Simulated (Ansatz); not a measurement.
```yaml
crystal:
  periodic: [false, false, false]
  atoms:
    - {symbol: Te, position_ang: [2.167832, -0.463513, 0.415929]}
    - {symbol: Te, position_ang: [-1.797196, 1.566699, -0.734488]}
    - {symbol: Te, position_ang: [-0.407543, -0.648972, 0.479812]}
basis:
  gaussian: {orbitals: STO-3G}
total_charge: -1
magnetization: {spin_polarized: true, initial_magnetization: 3}
hamiltonian: {xc: {name: PBE}}
scf: {omitted_lower_state_checks: [starts]}
output: {forces: true}
```

```sh
$ ansatz run in.yaml --threads 4 --pin off --events-out ev --progress --plain --max-ram 3916MiB
```

It prints (some lines left out):

```
Functional definition: PBE
957 factors; their error is unknown
mean field evaluation 1: about -534586.0628 eV, gradient 1.0e1 eV
mean field evaluation 2: about -534564.8591 eV, gradient 2.3e1 eV
mean field evaluation 4: about -534589.2524 eV, gradient 3.5e0 eV
mean field evaluation 8: about -534588.7330 eV, gradient 6.2e0 eV
mean field evaluation 16: about -534589.4606 eV, gradient 1.6e-3 eV
mean field -534589.46056865 eV, -19645.8003181469 hartree, gradient 3.2e-6 eV, S^2 3.750267; 0 other end points of the search recorded, 0 dependent functions left out
reference -534589.46059044 eV, -19645.8003189479 hartree; 80, 77 occupied and 1, 4 virtual orbitals, 957 factors
Total energy: -534589.46059044 eV, -19645.8003189479 hartree
Atom 0 at     2.167832    -0.463513     0.415929 Å, force     2.393272    -0.205592     0.144438 eV/Å
Atom 1 at    -1.797196     1.566699    -0.734488 Å, force    -1.706178     2.019928    -1.113185 eV/Å
Atom 2 at    -0.407543    -0.648972     0.479812 Å, force    -0.687094    -1.814336     0.968747 eV/Å
Dipole moment:    -0.176998    -0.106573     0.054987 e Å
Checks for a lower state left out: starts
```

Run time 4.8 s (4 threads of Intel Xeon on a shared host).

The highest occupied level of an anion often lies above zero with these methods, and sets without diffuse functions describe the outer electron poorly.

The dipole of an ion depends on the origin.
